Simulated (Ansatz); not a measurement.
CH4F2OSi can be A, `FC(F)O[SiH3]`, or B, `C[Si](O)(F)F`.

Computed with Ansatz on PBE0-D4/def2-TZVP structures; ΔE is electronic, products minus reactants. CCSD(T)/CBS is the MP2 limit (def2-TZVPP, def2-QZVPP) plus CCSD(T) − MP2 in def2-TZVPP, frozen cores. DFT in def2-TZVPP. B3LYP here is the variant with VWN-RPA as its local correlation; programs differ in this. Each species was taken in one conformer, which may not be the lowest.

A:

```xyz
9

F     1.254   -0.671    1.483
C     0.105    0.032    1.353
F     0.474    1.330    1.200
O    -0.603   -0.396    0.298
Si   -0.246   -0.105   -1.313
H    -0.471   -0.063    2.276
H    -1.075   -1.085   -2.045
H     1.196   -0.320   -1.577
H    -0.633    1.278   -1.675
```

B:

Z-matrix (Å, degrees):
```
C
Si 1 1.831
H 1 1.092 2 110.6
H 1 1.092 2 110.5 3 120.1
H 1 1.092 2 110.5 3 -120.1
O 2 1.621 1 109.9 3 179.9
F 2 1.590 1 111.2 3 -58.1
F 2 1.590 1 111.2 3 58.0
H 6 0.958 2 119.7 1 -180.0
```

Which is lower in electronic energy at CCSD(T)/CBS, and by how much? (Best estimate.)

Computed: B, by 121.1 kcal/mol.

Give E(B) − E(A) in kcal/mol with B2PLYP, ωB97M-V, CCSD(T)/def2-SVP, B3LYP, MP2/def2-TZVPP, HF/def2-TZVPP, CCSD(T)/def2-TZVPP. (An estimate is asked.)

The calculation gave: B2PLYP -118.0, ωB97M-V -116.7, CCSD(T)/def2-SVP -99.1, B3LYP -115.1, MP2/def2-TZVPP -122.7, HF/def2-TZVPP -114.8, CCSD(T)/def2-TZVPP -117.6. None reverses the order clearly.

Does the order hold for the free energy at 298.15 K (harmonic terms from PBE0-D4)? (Best estimate.)

Ansatz gave: Yes: G(B) − G(A) = -117.9 kcal/mol, for one conformer each. Modes under 60 cm⁻¹, often nearly free rotors, make the harmonic entropy too high.

Largest T1 diagnostic: 0.012.

From BLYP to BHLYP (50 % exact exchange), in def2-TZVPP and without D4, E(B) − E(A) moves by −4.8 kcal/mol. In def2-TZVPP, CCSD(T) changes the Hartree–Fock value by −2.8 kcal/mol (the triples alone add +0.6 kcal/mol) and MP2 by −7.9 kcal/mol.
